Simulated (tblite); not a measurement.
Species: C6H6ClF (charge +1 and doublet state).
Structure used (GFN2-xTB), in Å, numbered top down from 1:
```
atom  x, y, z in Å
C1     2.9775    0.0483   -0.0155
C2     1.6572    0.1008   -0.3402
Cl3    1.2189    0.3163   -1.9830
C4     0.6442   -0.0137    0.6822
F5     1.1514   -0.0936    1.9078
C6    -0.7348   -0.0558    0.6362
C7    -1.6001   -0.0286   -0.4791
C8    -2.9486   -0.0611   -0.3123
H9     3.3035   -0.0805    1.0064
H10    3.7407    0.1320   -0.7731
H11   -1.2051   -0.1350    1.6129
H12   -1.1883    0.0104   -1.4758
H13   -3.3989   -0.0816    0.6690
H14   -3.6184   -0.0585   -1.1577
```

Computed geometry: GFN2-xTB, gas phase. This method treats the open shell by occupation alone, without spin polarisation.

Masses are those of the commonest isotopes; rigid-rotor values at the optimised geometry. The values belong to one conformer with, in the numbering `[CH2:1]=[C:2]([Cl:3])/[C:4]([F:5])=[CH:6]\[CH:7][CH2+:8]`, C1–C2–C4–F5 3°, C4–C6–C7–C8 -179°, C6–C7–C8–H 2° and -179°.

(1) Give the principal moments of inertia and the rotational constants in MHz.

(2) Classify the top.

(3) Is it planar, by Δ = Ic − Ia − Ib?

(4) Give the other two planar moments, Paa and Pbb, and the rms extents of the mass along the axes.

Answers

(1) Ia = 224.83, Ib = 388.74, Ic = 613.04 u·Å²; 505379 MHz·u·Å²/I gives A = 2248, B = 1300, C = 824.4 MHz.

(2) An asymmetric top. Ray's parameter κ = (2B − A − C)/(A − C) = -0.332; −1 is the prolate and +1 the oblate limit.

(3) Not planar: Δ = Ic − Ia − Ib = -0.52 u·Å². For a rigid frame Δ = −2 Σ m c², so Σ m c² = 0.26 u·Å² lies off the ab plane: 0.06 from hydrogen and 0.20 from heavier atoms. The atom farthest from that plane is 0.13 Å away.

(4) Paa = Σ m a² = (Ib + Ic − Ia)/2 = 388.47 and Pbb = Σ m b² = (Ia + Ic − Ib)/2 = 224.56 u·Å². With the mass M = 132.01 u, the rms extents √(P/M) along a, b and c are 1.72, 1.30, 0.04 Å.

For this open shell read J as N, the rotation without spin; fine and hyperfine splittings come on top. Its GFN2-xTB frequencies are all real (lowest 24 cm⁻¹). Zero-point vibration and centrifugal distortion are left out.
